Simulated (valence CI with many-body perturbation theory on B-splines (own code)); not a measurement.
# E1 line list for Sn XVIII

Method: valence CI with perturbative core correlation (CI+MBPT): five valence electrons over a frozen Dirac-Fock core [Ar] 3d10, radial functions for each j: 9 s, 9 p, 8 d, 6 f, 3 g, 1 h, with the one-electron correlation potential Σ1 (screened to all orders), the two-electron term Σ2, the three-electron term Σ3, Breit, model QED; selected single and double excitations, second order for the rest (own B-spline code, finite nucleus).

No measured spectrum was set against this ion. As an estimate, levels hold to about 250 cm⁻¹ or 0.2 % of their energy and the worst to 1 %, as in measured heavy ions of charge 2 to 7; those with d or f electrons hold less well. Among the levels kept, up to 300 cm⁻¹ of a level comes from second order outside the variational space, and about a tenth of that is noise between levels of different J, which matters for small intervals.

Lines 101 to 150 of 175 in falling wavelength, among levels below 980780 cm⁻¹, chosen from the strongest by gf and those to the six lowest levels. Wavelengths and rates use the calculated energies, so an error of 1000 cm⁻¹ moves a line at 17.41 nm by 0.17 % and its rate by three times that or more. Electric multipoles are in the length gauge, E1 and E2 with the static RPA response of the core. Weak lines are less certain than strong ones. Lines between different terms over intervals too small for the method are left out, as are lines whose strength nearly cancels.

Names give the largest LS component (configuration and term), which can be under half, so a name can repeat, a term be missing and a line seem to break the LS rules; names also repeat where a configuration has a term twice. Letters in brackets count levels of one name in rising energy.

| λ vac (nm) | Upper | Lower | A (s⁻¹) | S (a.u.) with core polarisation | S without |
| --- | --- | --- | --- | --- | --- |
| 17.41 | 4s²4p²4d ²P_3/2 [a] | 4s²4p³ ²P°_1/2 | 2.43e+09 | 2.53e-02 | 2.73e-02 |
| 17.35 | 4s²4p²4d ²P_1/2 [a] | 4s²4p³ ²P°_3/2 | 1.86e+10 | 9.59e-02 | 1.04e-01 |
| 17.28 | 4s²4p²4d ²D_5/2 [a] | 4s²4p³ ²P°_3/2 | 2.56e+09 | 3.91e-02 | 4.23e-02 |
| 17.14 | 4s²4p²4d ⁴F_3/2 | 4s²4p³ ⁴S°_3/2 | 1.27e+10 | 1.27e-01 | 1.37e-01 |
| 17.11 | 4s²4p²4d ⁴D_3/2 | 4s²4p³ ²D°_3/2 | 7.44e+08 | 7.35e-03 | 7.82e-03 |
| 16.98 | 4s²4p²4d ⁴D_1/2 [b] | 4s²4p³ ²D°_3/2 | 1.81e+10 | 8.76e-02 | 9.49e-02 |
| 16.93 | 4s²4p²4d ⁴D_5/2 | 4s²4p³ ²D°_5/2 | 7.28e+09 | 1.05e-01 | 1.13e-01 |
| 16.70 | 4s²4p²4d ²P_1/2 [b] | 4s²4p³ ²P°_3/2 | 6.54e+08 | 3.01e-03 | 3.26e-03 |
| 16.58 | 4s²4p²4d ²P_3/2 [a] | 4s²4p³ ²D°_5/2 | 3.92e+10 | 3.53e-01 | 3.82e-01 |
| 16.56 | 4s²4p²4d ⁴F_5/2 | 4s²4p³ ⁴S°_3/2 | 1.51e+10 | 2.03e-01 | 2.18e-01 |
| 16.51 | 4s²4p²4d ²D_3/2 [b] | 4s²4p³ ²P°_3/2 | 7.38e+08 | 6.56e-03 | 7.14e-03 |
| 16.48 | 4s²4p²4d ⁴P_3/2 | 4s²4p³ ²P°_1/2 | 2.08e+08 | 1.84e-03 | 1.93e-03 |
| 16.44 | 4s²4p²4d ⁴P_1/2 | 4s²4p³ ²P°_1/2 | 4.81e+09 | 2.11e-02 | 2.28e-02 |
| 16.37 | 4s²4p²4d ⁴D_5/2 | 4s²4p³ ²D°_3/2 | 9.00e+09 | 1.17e-01 | 1.26e-01 |
| 16.32 | 4s²4p²4d ²D_5/2 [b] | 4s²4p³ ²P°_3/2 | 8.10e+09 | 1.04e-01 | 1.13e-01 |
| 16.06 | 4s²4p²4d ²G_7/2 | 4s²4p³ ²D°_5/2 | 2.04e+10 | 3.34e-01 | 3.58e-01 |
| 16.04 | 4s²4p²4d ²P_3/2 [a] | 4s²4p³ ²D°_3/2 | 5.08e+10 | 4.14e-01 | 4.47e-01 |
| 15.98 | 4s²4p²4d ²D_3/2 [a] | 4s²4p³ ²P°_1/2 | 2.32e+10 | 1.87e-01 | 2.01e-01 |
| 15.90 | 4s²4p²4d ²D_5/2 [c] | 4s²4p³ ²P°_3/2 | 5.16e+08 | 6.15e-03 | 6.63e-03 |
| 15.89 | 4s²4p²4d ⁴P_5/2 | 4s²4p³ ²D°_5/2 | 2.98e+10 | 3.54e-01 | 3.81e-01 |
| 15.78 | 4s²4p²4d ⁴D_1/2 [a] | 4s²4p³ ⁴S°_3/2 | 4.03e+05 | 1.56e-06 | 1.85e-06 |
| 15.73 | 4s²4p²4d ⁴P_3/2 | 4s²4p³ ²D°_5/2 | 2.71e+10 | 2.08e-01 | 2.24e-01 |
| 15.72 | 4s²4p²4d ²F_5/2 | 4s²4p³ ⁴S°_3/2 | 1.43e+09 | 1.65e-02 | 1.77e-02 |
| 15.61 | 4s²4p²4d ²P_1/2 [a] | 4s²4p³ ²P°_1/2 | 9.23e+10 | 3.46e-01 | 3.74e-01 |
| 15.44 | 4s²4p²4d ²S_1/2 | 4s²4p³ ²P°_3/2 | 1.67e+11 | 6.06e-01 | 6.55e-01 |
| 15.43 | 4s²4p²4d ²P_3/2 [b] | 4s²4p³ ²P°_3/2 | 7.19e+10 | 5.22e-01 | 5.62e-01 |
| 15.39 | 4s²4p²4d ⁴P_5/2 | 4s²4p³ ²D°_3/2 | 2.73e+10 | 2.94e-01 | 3.17e-01 |
| 15.38 | 4s²4p²4d ⁴D_3/2 | 4s²4p³ ⁴S°_3/2 | 1.33e+10 | 9.57e-02 | 1.03e-01 |
| 15.28 | 4s²4p²4d ²F_7/2 [b] | 4s²4p³ ²D°_5/2 | 3.44e+09 | 4.85e-02 | 5.21e-02 |
| 15.28 | 4s²4p²4d ²D_3/2 [a] | 4s²4p³ ²D°_5/2 | 2.55e+09 | 1.79e-02 | 1.94e-02 |
| 15.28 | 4s²4p²4d ⁴D_1/2 [b] | 4s²4p³ ⁴S°_3/2 | 1.95e+07 | 6.87e-05 | 7.65e-05 |
| 15.25 | 4s²4p²4d ⁴P_3/2 | 4s²4p³ ²D°_3/2 | 1.14e+10 | 7.96e-02 | 8.56e-02 |
| 15.21 | 4s²4p²4d ⁴P_1/2 | 4s²4p³ ²D°_3/2 | 2.43e+09 | 8.45e-03 | 9.04e-03 |
| 15.08 | 4s²4p²4d ²P_1/2 [b] | 4s²4p³ ²P°_1/2 | 9.47e+10 | 3.21e-01 | 3.45e-01 |
| 14.93 | 4s²4p²4d ²D_3/2 [b] | 4s²4p³ ²P°_1/2 | 2.14e+10 | 1.40e-01 | 1.52e-01 |
| 14.89 | 4s²4p²4d ²D_5/2 [a] | 4s²4p³ ²D°_5/2 | 7.29e+10 | 7.13e-01 | 7.69e-01 |
| 14.82 | 4s²4p²4d ²D_3/2 [a] | 4s²4p³ ²D°_3/2 | 2.45e+09 | 1.57e-02 | 1.69e-02 |
| 14.78 | 4s²4p²4d ⁴D_5/2 | 4s²4p³ ⁴S°_3/2 | 1.60e+10 | 1.53e-01 | 1.64e-01 |
| 14.74 | 4s²4p²4d ²D_3/2 [c] | 4s²4p³ ²P°_3/2 | 1.31e+11 | 8.30e-01 | 8.93e-01 |
| 14.52 | 4s²4p²4d ²D_5/2 [d] | 4s²4p³ ²P°_3/2 | 2.84e+11 | 2.57e+00 | 2.77e+00 |
| 14.51 | 4s²4p²4d ²P_3/2 [a] | 4s²4p³ ⁴S°_3/2 | 3.38e+10 | 2.04e-01 | 2.20e-01 |
| 14.50 | 4s²4p²4d ²P_1/2 [a] | 4s²4p³ ²D°_3/2 | 7.67e+10 | 2.31e-01 | 2.49e-01 |
| 14.45 | 4s²4p²4d ²D_5/2 [a] | 4s²4p³ ²D°_3/2 | 9.84e+10 | 8.79e-01 | 9.45e-01 |
| 14.32 | 4s²4p²4d ²D_3/2 [b] | 4s²4p³ ²D°_5/2 | 4.58e+10 | 2.65e-01 | 2.87e-01 |
| 14.17 | 4s²4p²4d ²D_5/2 [b] | 4s²4p³ ²D°_5/2 | 1.10e+11 | 9.25e-01 | 9.99e-01 |
| 14.05 | 4s²4p²4d ²S_1/2 | 4s²4p³ ²P°_1/2 | 8.06e+08 | 2.21e-03 | 2.37e-03 |
| 14.04 | 4s²4p²4d ²P_3/2 [b] | 4s²4p³ ²P°_1/2 | 1.37e+11 | 7.49e-01 | 8.08e-01 |
| 14.04 | 4s²4p²4d ²P_1/2 [b] | 4s²4p³ ²D°_3/2 | 6.39e+10 | 1.75e-01 | 1.88e-01 |
| 13.97 | 4s²4p²4d ⁴P_5/2 | 4s²4p³ ⁴S°_3/2 | 1.92e+11 | 1.55e+00 | 1.67e+00 |
| 13.91 | 4s²4p²4d ²D_3/2 [b] | 4s²4p³ ²D°_3/2 | 1.87e+11 | 9.96e-01 | 1.07e+00 |
